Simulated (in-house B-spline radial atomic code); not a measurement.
Radial electron density of the cadmium ion Cd⁶⁺, [Kr] 4d6. All numbers are computed (scalar-relativistic (X2C) LC-wPBE, spin-polarised, spherical fractional occupations, exact exchange averaged over the configuration; Fermi nucleus of rms radius 4.6087 fm) with a B-spline radial code for spherical atoms, not measured.

One-electron X2C: radii and densities carry no picture-change correction, so inner-shell <1/r> comes out high (for 1s by about 2 % at Z = 33, 5 % at 54, 10 % at 75, 30 % at 118) and <r> low.

Columns: r (bohr), 4πr²n(r) (electrons per bohr), bar.

```
0.000905    1.642 #
  0.0011    2.253 #
 0.00133    3.055 ##
 0.00162    4.173 ##
 0.00197    5.656 ###
 0.00239     7.59 ####
  0.0029    10.11 ######
 0.00352    13.34 ########
 0.00427     17.4 ##########
 0.00518    22.36 #############
 0.00629    28.29 ################
 0.00764    35.04 ####################
 0.00928     42.3 ########################
  0.0113    49.59 ############################
  0.0137    55.85 ###############################
  0.0166    60.28 ##################################
  0.0202    62.08 ###################################
  0.0245    60.88 ##################################
  0.0297    57.47 ################################
  0.0361    53.81 ##############################
  0.0438    52.82 ##############################
  0.0531    56.69 ################################
  0.0645    65.23 #####################################
  0.0783    74.42 ##########################################
  0.0951     78.2 ############################################
   0.115    73.03 #########################################
    0.14    61.56 ###################################
    0.17    53.15 ##############################
   0.207     54.5 ###############################
   0.251    61.43 ###################################
   0.304     62.1 ###################################
    0.37    49.68 ############################
   0.449    31.46 ##################
   0.545    19.62 ###########
   0.661     17.8 ##########
   0.803    19.22 ###########
   0.975    16.95 ##########
    1.18    11.17 ######
    1.44    5.275 ###
    1.74    1.913 #
    2.12   0.4765 
    2.57  0.08412 
    3.12 0.009077 
    3.79 0.0005352
```

On this grid the curve has 4 maxima, near 0.0202, 0.0951, 0.304, 0.803 bohr.

The 4p up radial function P(r) = rR(r), positive near the nucleus:

```tsv
r (bohr)	P
0.0011	0.001222
0.00162	0.002333
0.00239	0.004521
0.00352	0.008788
0.00518	0.01705
0.00764	0.03292
0.0113	0.06259
0.0166	0.1137
0.0245	0.1962
0.0361	0.3078
0.0531	0.4131
0.0783	0.4168
0.115	0.1858
0.17	-0.2957
0.251	-0.656
0.37	-0.3297
0.545	0.6083
0.803	1.197
1.18	0.8724
1.74	0.2836
2.57	0.03487
```
